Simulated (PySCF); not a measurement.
SMILES N[SiH2][SeH] (H₅NSeSi), CAM-B3LYP/def2-SVP optimised geometry.

```
8

N      1.14    -0.64     0.00
Si    -0.58    -0.64     0.00
Se    -1.66     1.40     0.00
H      1.64    -0.57     0.88
H      1.66    -0.21    -0.76
H     -1.09    -1.24    -1.26
H     -1.00    -1.40     1.20
H     -1.19     1.77     1.35
```

Density from CAM-B3LYP/def2-TZVP in PySCF 2.14.0 at that geometry.

Minimum of the electron density along straight lines between bonded atoms, close to the bond critical point (lines longer than 1.1 times the sum of covalent radii, or with two minima, are not listed):

```tsv
bond	length / Å	ρ at the minimum / e bohr⁻³	∇²ρ there / e bohr⁻⁵	position (fraction from the first atom)
N1–Si2	1.720	0.134	0.56	0.60
Si2–Se3	2.303	0.089	…	0.35
N1–H4	1.014	0.330	-1.60	0.74
N1–H5	1.015	0.330	-1.60	0.74
Si2–H6	1.485	0.124	0.14	0.49
Si2–H7	1.485	0.124	0.14	0.49
Se3–H8	1.470	…	…	0.63
```

Problem. What belongs in the gaps?

Solution. 
- Si2–Se3, ∇²ρ there / e bohr⁻⁵: -0.02
- Se3–H8, ρ at the minimum / e bohr⁻³: 0.174
- Se3–H8, ∇²ρ there / e bohr⁻⁵: -0.30
